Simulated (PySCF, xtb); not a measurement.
InI, SMILES [In][I] (connectivity only; charge and spin as stated), neutral, multiplicity 1.

Harmonic wavenumbers (cm⁻¹) from xtb with GFN2-xTB at its own minimum, in rising order: 202.

Task: What does r2SCAN-D4/def2-TZVP run with PySCF 2.14.0 give at its own minimum? (Estimate from the structure and the level; the computed values follow.)

Result: 176. Paired by order, the mean absolute difference is 27 cm⁻¹ and the zero-point energies are 0.3 and 0.3 kcal/mol.
